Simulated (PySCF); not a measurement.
PySCF 2.14 output of an unrestricted PBEsol calculation on a single atom or ion in def2-TZVPPD, with no relativity, point nucleus:

```
SCF conv_tol = 1e-09
number electrons alpha = 2  beta = 1
    J. P. Perdew, A. Ruzsinszky, G. I. Csonka, O. A. Vydrov, G. E. Scuseria, L. A. Constantin, X. Zhou, and K. Burke.,  Phys. Rev. Lett. 100, 136406 (2008)
    J. P. Perdew, A. Ruzsinszky, G. I. Csonka, O. A. Vydrov, G. E. Scuseria, L. A. Constantin, X. Zhou, and K. Burke.,  Phys. Rev. Lett. 100, 136406 (2008)
cycle= 1 E= -14.0753161306882  delta_E= -0.00114  |g|= 0.00959  |ddm|= 0.0637
cycle= 2 E= -14.0753248189996  delta_E= -8.69e-06  |g|= 0.00149  |ddm|= 0.00326
cycle= 3 E= -14.0753250551688  delta_E= -2.36e-07  |g|= 1.43e-05  |ddm|= 0.000446
cycle= 4 E= -14.0753250552082  delta_E= -3.94e-11  |g|= 3.57e-07  |ddm|= 1.84e-05
converged SCF energy = -14.0753250552082  <S^2> = 0.75000807  2S+1 = 2.0000081
```

The run itself started from symmetry-adapted Hartree-Fock orbitals and held the occupation by maximum overlap, on a logarithmic radial grid, so the iterations belong to that start.

Question: Which element, charge and spin multiplicity is this?

Answer: Be⁺ (beryllium, charge +1), multiplicity 2; the state was [He] 2p1, 2P determinant (an excited configuration).
